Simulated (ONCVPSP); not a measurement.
revPBE ONCV dataset for Hf, fully relativistic all-electron reference.

```
Element                 : hafnium
Generator               : ONCVPSP 4.0.1
Type                    : optimised norm-conserving Vanderbilt (ONCV)
Functional              : revPBE
Relativity              : fully relativistic
Frozen core             : [Kr] 4d10 4f14
Valence charge          : 12
Reference configuration : 5s2 5p6 5d2 6s2
Partial waves           : 5s+6s: rc 2.10 bohr, ncon 4, nbas 8, qcut 7.3 1/bohr, 2 projectors; 5p: rc 1.65 bohr, ncon 5, nbas 9, qcut 9.9 1/bohr, 2 projectors, debl 1.7 Ha; 5d: rc 2.10 bohr, ncon 3, nbas 6, qcut 5 1/bohr, 2 projectors, debl 3.2 Ha
Local potential         : polynomial inside 1.25 bohr (lpopt 5, dvloc0 4 Ha)
Core correction         : Teter function, fcfact 2.75, rcfact 1.25
```

Open shells are filled in proportion to 2j + 1.

All-electron outer shells of the reference configuration (revPBE, scalar-relativistic, ld1.x):

```csv
shell,level (eV),outermost node (bohr),outermost maximum (bohr)
5s,-67.00,0.55,1.01
5p,-35.56,0.60,1.16
4f,-16.81,–,0.45
6s,-5.06,1.37,2.93
5d,-2.64,0.67,1.69
```

Problem. Estimate the cutoffs (Ha) at which the residual kinetic energy of the hardest occupied pseudo-wave falls to 1 and 0.1 mHa per electron.

Solution. 32 Ha and 38 Ha.

Problem. What does a ghost test show?

Solution. No bound ghost flagged; GHOST(+) flagged for d3/2 at 84.2 eV.

Problem. Which valence shell sets the plane-wave cutoff?

Solution. 5p: 32 Ha for 1 mHa per electron, against 14 Ha for 5s.

Its largest configuration-test error is +21 meV (5s2 5p6 5d2 6s0). 1 of 4 tests not solved or not reliable.
